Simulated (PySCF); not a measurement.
H4P2, SMILES PP.

Geometry optimised at TPSSh-D3(BJ)/def2-TZVP.

All values below come from TPSSh-D3(BJ)/def2-TZVP in PySCF.

Frequencies are harmonic and unscaled.

```json
[
 {"mode": "1", "ν (cm⁻¹)": "82", "IR (km/mol)": "5.8", "Raman (Å⁴/amu)": "0.0", "depolarisation": "–", "moving atoms (share of kinetic energy)": "H 97 %"},
 {"mode": "2", "ν (cm⁻¹)": "438", "IR (km/mol)": "0.0", "Raman (Å⁴/amu)": "30.2", "depolarisation": "0.22", "moving atoms (share of kinetic energy)": "P 96 %"},
 {"mode": "3", "ν (cm⁻¹)": "620", "IR (km/mol)": "10.1", "Raman (Å⁴/amu)": "0.0", "depolarisation": "–", "moving atoms (share of kinetic energy)": "H 100 %"},
 {"mode": "4", "ν (cm⁻¹)": "635", "IR (km/mol)": "9.6", "Raman (Å⁴/amu)": "0.0", "depolarisation": "–", "moving atoms (share of kinetic energy)": "H 94 %"},
 {"mode": "5", "ν (cm⁻¹)": "868", "IR (km/mol)": "0.0", "Raman (Å⁴/amu)": "7.2", "depolarisation": "0.74", "moving atoms (share of kinetic energy)": "H 90 %, P 10 %"},
 {"mode": "6", "ν (cm⁻¹)": "920", "IR (km/mol)": "0.0", "Raman (Å⁴/amu)": "12.1", "depolarisation": "0.75", "moving atoms (share of kinetic energy)": "H 95 %"},
 {"mode": "7", "ν (cm⁻¹)": "1104", "IR (km/mol)": "0.0", "Raman (Å⁴/amu)": "39.1", "depolarisation": "0.73", "moving atoms (share of kinetic energy)": "H 98 %"},
 {"mode": "8", "ν (cm⁻¹)": "1113", "IR (km/mol)": "21.4", "Raman (Å⁴/amu)": "0.0", "depolarisation": "–", "moving atoms (share of kinetic energy)": "H 97 %"},
 {"mode": "9", "ν (cm⁻¹)": "2387", "IR (km/mol)": "0.0", "Raman (Å⁴/amu)": "313.3", "depolarisation": "0.12", "moving atoms (share of kinetic energy)": "H 97 %"},
 {"mode": "10", "ν (cm⁻¹)": "2389", "IR (km/mol)": "0.0", "Raman (Å⁴/amu)": "224.1", "depolarisation": "0.75", "moving atoms (share of kinetic energy)": "H 97 %"},
 {"mode": "11", "ν (cm⁻¹)": "2394", "IR (km/mol)": "74.0", "Raman (Å⁴/amu)": "0.0", "depolarisation": "–", "moving atoms (share of kinetic energy)": "H 97 %"},
 {"mode": "12", "ν (cm⁻¹)": "2403", "IR (km/mol)": "98.2", "Raman (Å⁴/amu)": "0.0", "depolarisation": "–", "moving atoms (share of kinetic energy)": "H 97 %"}
]
```
